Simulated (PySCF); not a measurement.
**How methods differ on the ionisation energy of W⁶¹⁺**

W⁶¹⁺ [Ne] 3s2 3p1 [3p1/2^1, M_J = 1/2] → W⁶²⁺ [Ne] 3s2, as a difference of total energies. All numbers are calculated (PySCF 2.14, the two-component X2C-1e Hamiltonian, in an uncontracted even-tempered set (18 s from 19 bohr⁻², ratio 2.4; 14 p from 25 bohr⁻², ratio 2.4; 4 d from 83 bohr⁻², ratio 2.6; 4 f from 120 bohr⁻², ratio 2.6)). Correlated levels: 1s2 frozen; the 48 highest virtual spinors dropped. "Screened" scales the spin-orbit matrix elements by Boettger's factors to mimic the two-electron term; Breit and QED terms are absent.

```json
{"method": "GHF (spin-free)", "ionisation energy (eV)": "6470.5"}
{"method": "GMP2 (spin-free)", "ionisation energy (eV)": "6471.1"}
{"method": "GHF (screened spin-orbit)", "ionisation energy (eV)": "6732.6"}
{"method": "GMP2 (screened spin-orbit)", "ionisation energy (eV)": "6732.6"}
```

Breit and QED terms and the two-electron picture change are absent.

The spin-free rows lack the spin-orbit shift.

For comparison: 6735 ± 7 eV (semi-empirical (NIST evaluation); NIST Atomic Spectra Database, ionization energies).
